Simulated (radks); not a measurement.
Values are calculated unless marked as measured or tabulated.
Isoelectronic series with 54 electrons, all held in the configuration [Xe], which need not be the ground one along the series. Level of theory: scalar-relativistic Kohn-Sham, r2SCAN, spin-polarised, spherical densities, finite nucleus; meta-GGA in the generalised Kohn-Sham scheme; Fermi nuclear charge, rms radius of each element as measured or else 0.836 A^(1/3) + 0.57 fm (a radial shooting solver on a logarithmic mesh with Libxc functionals). Total energies (hartree) and orbital eigenvalues (hartree):

ion    E (hartree)         5p         5s
Xe     -7448.02891   -0.31549   -0.75049
La3+    -8492.6746   -1.66338   -2.30096
Nd6+    -9616.4719   -3.50917   -4.36314
Eu9+   -10820.6893   -5.79400   -6.88220
Dy12+  -12106.9682   -8.49600   -9.84100
Tm15+  -13477.1754  -11.60504  -13.23442
Hf18+  -14933.2828  -15.11639  -17.06298
Re21+  -16477.7264  -19.02819  -21.33095
Pt24+  -18113.0112  -23.34044  -26.04503
Tl27+  -19842.0592  -28.05437  -31.21424
